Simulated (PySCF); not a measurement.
Si(Br)(OH)(OEt)2 (C4H11BrO3Si), SMILES CCO[Si](O)(Br)OCC.

The structure is a stationary point at B3LYP-D3(BJ)/def2-SVP. Other conformers were not sampled.

Computed with HF/def2-SVP run with PySCF.

Gas-phase values at a fixed geometry.

| Item | Result |
|---|---|
| total energy | -3243.31131 hartree |
| highest occupied level | -11.40 eV |
| lowest empty level | 4.53 eV |
| orbital gap | 15.93 eV |
| dipole moment | 0.41 D |
| quadrupole, principal values (traceless, Buckingham form, about the centre of nuclear charge) | -11.34, 4.09, 7.25 D·Å |
| mean static polarisability | 79.7 bohr³ (11.80 Å³) |
| polarisability, principal values | 73.5, 82.1, 83.4 bohr³ |
